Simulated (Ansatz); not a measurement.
Consider the hydrogenolysis of a B–Ga bond: `C[B](N)[GaH2]` + H₂ → `CBN` + `[GaH3]`.

Computed with Ansatz on PBE0-D4/def2-TZVP structures; ΔE is electronic, products minus reactants. CCSD(T)/CBS adds triple-zeta CCSD(T) − MP2 to the extrapolated MP2 energy (def2 sets, frozen cores). This one scheme is used for every species. DFT in def2-TZVPP. B3LYP here is the variant with VWN-RPA as its local correlation; programs differ in this. For Ga outer-core shells are correlated without core-valence functions, which leaves a few kJ/mol of doubt a bond. Scalar relativity is left out up to krypton. One conformer a species, not always the lowest.

```json
{"level": "LDA (SPW92)", "ΔE (kJ/mol)": "-33.9"}
{"level": "PBE0-D4", "ΔE (kJ/mol)": "-37.8"}
{"level": "revPBE", "ΔE (kJ/mol)": "-38.5"}
{"level": "B3LYP", "ΔE (kJ/mol)": "-50.6"}
{"level": "r2SCAN0", "ΔE (kJ/mol)": "-45.2"}
{"level": "LC-ωPBE", "ΔE (kJ/mol)": "-48.4"}
{"level": "SCS-MP2/def2-TZVPP", "ΔE (kJ/mol)": "-43.6"}
{"level": "CCSD(T)/def2-TZVPP", "ΔE (kJ/mol)": "-39.4"}
```

What does CCSD(T)/CBS give? (Best estimate.)

Ansatz gave: -35.2 kJ/mol. The listed levels differ from it by 1.3, -2.6, -3.3, -15.4, -10.0, -13.2, -8.4, -4.2 kJ/mol.

What do rigid-rotor, harmonic-oscillator terms from PBE0-D4/def2-TZVP frequencies (298.15 K, 1 bar) make of the CCSD(T)/CBS value? (An estimate is asked.)

Computed: ΔZPE = +10.9 kJ/mol, ΔH = -29.3 kJ/mol, ΔS = 12 J/(mol·K), ΔG = -32.8 kJ/mol.

Largest T1 diagnostic among the species: 0.013.

From PBE to PBE0 (25 % exact exchange), in def2-TZVPP and without D4, ΔE moves by −7.0 kJ/mol. The D4 term adds +10.3 kJ/mol with B3LYP and +5.6 kJ/mol with PBE0; it sums over pairs of atoms, weighted by their polarisabilities, and B3LYP, whose exchange is more repulsive, gets the larger term. At CCSD(T), def2-SVP lies −14.5 kJ/mol from the extrapolated value and def2-TZVPP −4.2 kJ/mol.
